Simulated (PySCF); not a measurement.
Electron attachment to H2Na2O2

System: (H2Na2O2). Optimised structure (Å), atoms numbered from 1:
```
Na    0.6827   -0.9750   -0.7745
O     1.3970    0.5715    0.5067
Na   -0.6803    0.9766    0.7598
O    -1.3952   -0.5699   -0.5213
H     2.2340    0.9178    0.8149
H    -2.2320   -0.9170   -0.8288
```

Energies: BP86-D3(BJ)/ma-def2-SVP (PySCF, density fitting, integration grid level 2) on PBE0-D3(BJ)/ma-def2-SVP structures. Thermal corrections: GFN2-xTB frequencies, unscaled, ideal gas at 298.15 K and 1 bar, quasi-RRHO entropy. These were taken at the GFN2-xTB minima.

Frontier levels of the parent: HOMO -4.53 eV, LUMO -0.89 eV.

Reduction to the radical anion:
```
Vertical electron affinity (electronic)              : 0.15 eV
Adiabatic electron affinity (with zero-point energy) : 0.17 eV
Adiabatic, electronic part                           : 0.16 eV
Vertical gap at the product's structure              : 0.16 eV
⟨S²⟩ of the product                                  : 0.750
Largest spin populations                             : Na3 0.47, Na1 0.46
Largest changes of atomic charge                     : Na3 -0.47, Na1 -0.47
Distances that move most (Å)                         : Na1–Na3 2.832 → 2.873; O2–Na3 2.131 → 2.152; Na3–O4 2.132 → 2.149; Na1–O2 2.132 → 2.148
Potential in water                                   : 1.56 V absolute (solvation -43 → -173 kJ/mol)
```

Solvents are IEF-PCM continua (electrostatics only, gas-phase structures); absolute potentials refer to an electron at rest in vacuum.

Note: thermal terms of [H2Na2O2]-• come from a GFN2-xTB structure of other bonding; ma-def2-SVP is a small basis, whose errors can reach tens of kJ/mol.
